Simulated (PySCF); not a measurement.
Computed with PBE-D3(BJ)/def2-TZVP run with PySCF 2.14.0. All species are isolated molecules in the gas phase. One relaxed conformer stands for a flexible species; it need not be the lowest. Excitations are Tamm–Dancoff values on a coarser integration grid. The basis has no diffuse functions, so Rydberg states are missing or too high.

Reference species (SMILES): `C#C[C@@H](S)SS` (neutral, multiplicity 1).

| Property | Result |
|---|---|
| S1–T1 gap (TDA) | 0.53 eV |
| HOMO–LUMO gap | 4.29 eV |
| S1 oscillator strength | 0.012 |

Changed species: `S=CCSC=S`.

Question: What does the change do to the S1–T1 gap (TDA), HOMO–LUMO gap and S1 oscillator strength?

Answer: the S1–T1 gap (TDA) decreases by 0.36 eV, to 0.17 eV; the HOMO–LUMO gap drops by 2.51 eV, to 1.78 eV; the S1 oscillator strength is nearly the same.
